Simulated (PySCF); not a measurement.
Record of a relaxation.

Compound: C3H7NSi2.
SMILES with atom numbers: `[H]/[N:1]=[CH:2]\[SiH2:3][C:4]#[C:5][SiH3:6]` (hydrogens: H7 on N1; H8 on C2; H9, H10 on Si3; H11, H12, H13 on Si6)

Computed by this run: PBE0-D3(BJ)/def2-SVP geometry optimisation, gas phase (PySCF); density fitting, grid level 1; the optimiser is geomeTRIC in internal coordinates, started from a GFN2-xTB structure with every atom displaced at random (about 0.01 Å). 6 of its 9 geometries are shown. The frame can shift and turn from step to step; on so coarse a grid that alone can change the energy by a few meV, and forces under 0.02 eV/Å are noise.

Step 0: E = -20446.9945 eV, largest atomic force 6.479 eV/Å
```
atom  x, y, z in Å  |  force x, y, z in eV/Å
N1     -2.288    0.894   -1.007   -0.306   1.442  -1.419
C2     -2.630    0.063   -0.144    1.041  -0.777   0.844
Si3    -1.504   -0.963    0.988    1.258   1.022  -0.187
C4      0.270   -0.443    0.558   -5.907  -2.031   1.721
C5      1.332   -0.064    0.217    4.968   1.823  -1.525
Si6     3.016    0.525   -0.277   -0.948  -0.242   0.517
H7     -1.293    1.071   -1.113    0.590  -0.297   0.261
H8     -3.684   -0.084   -0.047   -1.432  -0.328   0.221
H9     -1.782   -0.620    2.411   -0.004  -0.135   0.054
H10    -1.687   -2.385    0.713   -0.065  -0.613   0.008
H11     3.660    1.096    0.913    0.274   0.178   0.283
H12     2.861    1.526   -1.322    0.004   0.517  -0.502
H13     3.735   -0.631   -0.777    0.527  -0.560  -0.275
```

Step 2: E = -20447.2756 eV, largest atomic force 0.333 eV/Å
```
atom  x, y, z in Å  |  force x, y, z in eV/Å
N1     -2.411    0.983   -0.769    0.115  -0.059  -0.024
C2     -2.674    0.132    0.137   -0.189  -0.022   0.019
Si3    -1.413   -0.881    1.144    0.034  -0.050  -0.279
C4      0.220   -0.474    0.404    0.156   0.141   0.258
C5      1.318   -0.091    0.013   -0.135  -0.125  -0.128
Si6     2.971    0.431   -0.598    0.040   0.041   0.051
H7     -1.393    1.058   -0.907    0.024   0.037   0.025
H8     -3.751   -0.035    0.338    0.019  -0.009   0.099
H9     -1.424   -0.520    2.591   -0.011   0.046   0.005
H10    -1.681   -2.345    1.015   -0.025   0.016   0.002
H11     3.732    1.023    0.540    0.006   0.002  -0.013
H12     2.805    1.451   -1.673   -0.015  -0.008  -0.005
H13     3.703   -0.753   -1.130   -0.019  -0.009  -0.007
```

Step 3: E = -20447.2781 eV, largest atomic force 0.428 eV/Å
```
atom  x, y, z in Å  |  force x, y, z in eV/Å
N1     -2.391    0.972   -0.762   -0.115   0.128  -0.049
C2     -2.699    0.127    0.134    0.421  -0.064   0.042
Si3    -1.415   -0.886    1.110   -0.157  -0.028   0.141
C4      0.236   -0.456    0.438   -0.311  -0.040   0.133
C5      1.327   -0.084    0.033    0.340   0.079  -0.198
Si6     2.975    0.437   -0.596   -0.034  -0.005   0.031
H7     -1.367    1.024   -0.867   -0.055  -0.010  -0.060
H8     -3.769   -0.021    0.362   -0.107   0.016  -0.046
H9     -1.435   -0.509    2.552   -0.039  -0.019   0.063
H10    -1.688   -2.345    0.989    0.036  -0.055  -0.024
H11     3.763    1.039    0.517   -0.007  -0.001   0.007
H12     2.782    1.442   -1.678    0.004   0.010  -0.020
H13     3.684   -0.760   -1.129    0.023  -0.011  -0.020
```

Step 5: E = -20447.2895 eV, largest atomic force 0.102 eV/Å
```
atom  x, y, z in Å  |  force x, y, z in eV/Å
N1     -2.393    0.989   -0.763   -0.006  -0.079  -0.050
C2     -2.672    0.132    0.133   -0.013  -0.007  -0.038
Si3    -1.416   -0.890    1.131    0.005  -0.003   0.012
C4      0.239   -0.452    0.468    0.068   0.050   0.058
C5      1.329   -0.085    0.045   -0.066  -0.051  -0.044
Si6     2.971    0.435   -0.601   -0.003   0.003   0.006
H7     -1.374    1.041   -0.906    0.014   0.056   0.049
H8     -3.747   -0.027    0.349    0.005   0.042   0.041
H9     -1.475   -0.530    2.579   -0.018  -0.009  -0.012
H10    -1.677   -2.352    0.988    0.013  -0.002  -0.018
H11     3.766    1.036    0.507   -0.001   0.000   0.001
H12     2.771    1.442   -1.682    0.002  -0.003  -0.002
H13     3.680   -0.759   -1.144    0.001   0.004  -0.004
```

Step 6: E = -20447.2918 eV, largest atomic force 0.118 eV/Å
```
atom  x, y, z in Å  |  force x, y, z in eV/Å
N1     -2.382    0.989   -0.768    0.046  -0.022   0.010
C2     -2.659    0.129    0.125   -0.116   0.016  -0.008
Si3    -1.417   -0.892    1.140    0.036   0.013  -0.007
C4      0.244   -0.447    0.495    0.066   0.036   0.052
C5      1.330   -0.086    0.057   -0.067  -0.039  -0.023
Si6     2.964    0.433   -0.607    0.004   0.002  -0.004
H7     -1.362    1.065   -0.891    0.018  -0.003  -0.003
H8     -3.736   -0.030    0.334    0.018  -0.009   0.012
H9     -1.508   -0.540    2.589   -0.001  -0.009  -0.019
H10    -1.665   -2.355    0.984    0.000   0.012  -0.014
H11     3.768    1.040    0.491    0.000   0.000   0.000
H12     2.753    1.434   -1.692    0.001  -0.004   0.003
H13     3.671   -0.762   -1.153   -0.004   0.006   0.001
```

Step 8: E = -20447.2931 eV, largest atomic force under 0.02 eV/Å
```
atom  x, y, z in Å  |  force x, y, z in eV/Å
N1     -2.330    0.983   -0.774    0.001   0.000  -0.008
C2     -2.643    0.135    0.119   -0.003  -0.004   0.011
Si3    -1.422   -0.892    1.155   -0.007   0.002   0.002
C4      0.248   -0.435    0.549   -0.004  -0.007   0.005
C5      1.324   -0.083    0.080    0.004   0.007  -0.004
Si6     2.945    0.436   -0.618    0.002   0.000  -0.001
H7     -1.306    1.041   -0.872    0.002   0.003  -0.006
H8     -3.725   -0.009    0.309    0.002   0.002  -0.001
H9     -1.555   -0.564    2.605    0.005  -0.005   0.002
H10    -1.655   -2.354    0.967   -0.001   0.001  -0.001
H11     3.772    1.044    0.462    0.001   0.000   0.000
H12     2.708    1.435   -1.699   -0.001   0.001   0.001
H13     3.640   -0.757   -1.179    0.000  -0.001   0.001
```

Question: Summarise the path.

Answer: The energy falls by 6.89 kcal/mol from step 0 to step 8; nine tenths of that is first reached at step 2. It falls at every step. The largest force goes from 6.479 to under 0.02 eV/Å. Among the bonds Si3–C4 changes most, from 1.898 to 1.835 Å; the atoms move by 0.059 Å rms after alignment.

The cost below is that of the whole optimisation. The run took 99 s wall on Arm Neoverse N1, one thread, no GPU, on a shared host, and the process peaked at 0.53 GiB of memory.
